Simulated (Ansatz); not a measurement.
H$_{8}$InNSi$_{2}$, SMILES `N[SiH]([SiH3])[InH2]`, 12 atoms. Total charge 0; spin multiplicity 1. Correlated methods include outer-core shells of In, which these sets cover unevenly. In: def2 effective core potential. All runs use 4 threads of an Arm Neoverse V2 on a shared host. Correlated methods freeze the cores.

Task: How many basis functions does each run have, and how long does it take in Ansatz? RKS ωB97M-V/def2-QZVPP energy; RHF-MP2/def2-QZVPP energy; RKS PBE0-D4/def2-QZVPP energy; RKS B3LYP-D4/def2-TZVPP energy and forces; RHF-CCSD(T)/def2-SVP energy; RKS PBE0-D4/def2-SVP energy; RKS PBE-D4/def2-TZVPP energy and forces; RKS ωB97X-V/def2-TZVPP energy; RKS PBE0-D4/def2-TZVP relaxation (21 steps); RKS PBE0-D4/def2-TZVP frequencies; RHF-CCSD(T)/def2-TZVPP energy; RKS ωB97M-V/def2-SVP energy. (An estimate is asked.)

Result: Computed: Other jobs shared the machine, so times are rough.

| level | job | functions | wall time | peak host memory (GiB) |
| --- | --- | --- | --- | --- |
| RKS PBE0-D4/def2-SVP | energy | 116 | 1.4 s | 0.26 |
| RKS PBE-D4/def2-TZVPP | energy and forces | 277 | 3 s | 0.41 |
| RKS ωB97M-V/def2-SVP | energy | 116 | 6.5 s | 0.42 |
| RKS B3LYP-D4/def2-TZVPP | energy and forces | 277 | 7.5 s | 0.92 |
| RHF-CCSD(T)/def2-SVP | energy | 116 | 8.5 s | 0.61 |
| RKS PBE0-D4/def2-QZVPP | energy | 519 | 11 s | 2.2 |
| RKS ωB97X-V/def2-TZVPP | energy | 277 | 11 s | 1 |
| RKS ωB97M-V/def2-QZVPP | energy | 519 | 23 s | 2.7 |
| RHF-MP2/def2-QZVPP | energy | 519 | 28 s | 3.4 |
| RKS PBE0-D4/def2-TZVP | relaxation (21 steps) | 203 | 76 s | 0.62 |
| RKS PBE0-D4/def2-TZVP | frequencies | 203 | 3.1 min | 0.62 |
| RHF-CCSD(T)/def2-TZVPP | energy | 277 | 4.1 min | 7.6 |

B3LYP here is the variant with VWN-RPA as its local correlation; programs differ in this.
